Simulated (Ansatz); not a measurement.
The cluster Li2I2⁻. Total charge -1; doublet. Geometry relaxed at r2SCAN-D4/def2-TZVPD.

```xyz
4

Li    0.8117   -2.2549    2.0172
Li   -0.3697    0.7040   -0.6113
I    -2.2122    2.0763   -1.6375
I     1.7702   -0.5254    0.2316
```

In the def2 sets I takes a core potential; there is no spin–orbit coupling. The structure comes from a short search, and lower isomers may exist.

Q: Estimate the harmonic wavenumbers at UKS r2SCAN-D4/def2-TZVPD (Ansatz, unscaled). Is this a minimum?

A: 41, 78, 109, 117, 292, 503 cm⁻¹. Yes, no mode is imaginary beyond noise. Zero-point energy 6.8 kJ/mol. It took 83 s on 4 threads of Arm Neoverse V1 on a shared host.
